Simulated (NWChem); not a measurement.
System: CH6GeSi, singlet; SMILES [CH3][Ge][SiH3]

Input file for NWChem:

```
start job
memory heap 200 mb stack 900 mb global 1100 mb
geometry units angstroms noautoz
  Ge    -0.514177     0.650383     0.037036
  C      1.414679     1.235942    -0.025319
  H      1.715556     1.138124    -1.095245
  H      2.115879     0.601049     0.554739
  H      1.533858     2.297922     0.266018
  Si     0.102381    -1.750422     0.012910
  H      0.396194    -2.058781     1.469512
  H      1.363580    -2.075925    -0.755806
  H     -0.976558    -2.710169    -0.423250
end
basis spherical
  * library def2-svp
end
dft
  xc b3lyp
  iterations 150
  mulliken
end
task dft energy
```

Low-valent species are run as closed-shell singlets; no triplet was tried in these runs. Geometry: optimised at PBE-D3(BJ)/def2-SVP.

Give the results of this calculation. (B3LYP/def2-SVP.) Quantities: energy (Ha); highest occupied level (eV); orbital gap (eV); dipole (D).


```json
{
 "energy (Ha)": "-2407.86",
 "highest occupied level (eV)": "-6.05",
 "orbital gap (eV)": "2.98",
 "dipole (D)": "1.14"
}
```
